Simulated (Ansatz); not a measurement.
Basis sets compared for Ta₂B₂. The state is a singlet with charge 0. Geometry PBE0-D4/def2-TZVP. Ansatz on 4 threads of Arm Neoverse V2 on a shared host; times are rough, and most runs start from earlier orbitals.

```xyz
4

Ta   -0.037    1.237    0.649
Ta   -1.026   -0.661   -0.681
B     0.245   -0.766    0.911
B     0.818    0.190   -0.879
```

In the def2 sets Ta takes a core potential; there is no spin–orbit coupling. The structure comes from a short search, and lower isomers may exist.

Binding counts from free atoms (Ta quartet, B doublet) in the same basis, without a counterpoise term.

```tsv
level	functions	energy (Eh)	HOMO (eV)	LUMO (eV)	binding per atom (eV)	wall time
PBE-D4/def2-SVP	92	-163.4608	-4.45	-3.09	4.03	0.95 s
PBE-D4/def2-TZVP	142	-163.5295	-4.46	-3.12	4.05	1.6 s
r2SCAN-D4/def2-TZVP	142	-163.5298	-4.47	-2.98	3.67	3.5 s
PBE0-D4/def2-SVP	92	-163.3369	-5.11	-2.37	3.56	1.2 s
PBE0-D4/def2-TZVP (with forces)	142	-163.4087	-5.10	-2.37	3.59	2.4 s
```

(1) Estimate the rows for PBE-D4/def2-TZVPD, r2SCAN-D4/def2-TZVPD, PBE0-D4/def2-TZVPD.

Answers

(1) 
```csv
level,functions,energy (Eh),HOMO (eV),LUMO (eV),binding per atom (eV),wall time
PBE-D4/def2-TZVPD,160,-163.5299,-4.47,-3.15,4.05,1.9 s
r2SCAN-D4/def2-TZVPD,160,-163.5301,-4.47,-3.00,3.67,4.1 s
PBE0-D4/def2-TZVPD,160,-163.4091,-5.11,-2.41,3.59,2 s
```
